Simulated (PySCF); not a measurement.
# Radial density of O²⁺ (oxygen, charge +2)

B97-3, [He] 2s1 2p3, high-spin 5S determinant (an excited configuration). Computed with PySCF 2.14 in aug-cc-pCVTZ-DK with one added diffuse shell each of s, p, d, f type (8s7p5d3f, 75 functions), with the spin-free X2C one-electron Hamiltonian (Gaussian nucleus).

```
r (bohr)  4πr²ρ (e/bohr)  4πr²(ρα − ρβ)
 0.00366         0.05131         0.0016
 0.00615          0.1387         0.0043
  0.0103          0.3601         0.0111
  0.0174          0.9016         0.0278
  0.0293           2.095         0.0644
  0.0493           4.302         0.1314
  0.0828           7.140         0.2198
   0.139           8.412         0.3067
   0.234           5.931         0.5681
   0.394           3.206         1.8135
   0.663           3.762         3.6837
    1.12           2.888         2.8872
    1.88          0.5720         0.5720
    3.16         0.01312         0.0131
```

Densities and radii are taken from the X2C orbitals without a picture-change correction, which distorts them close to the nucleus.
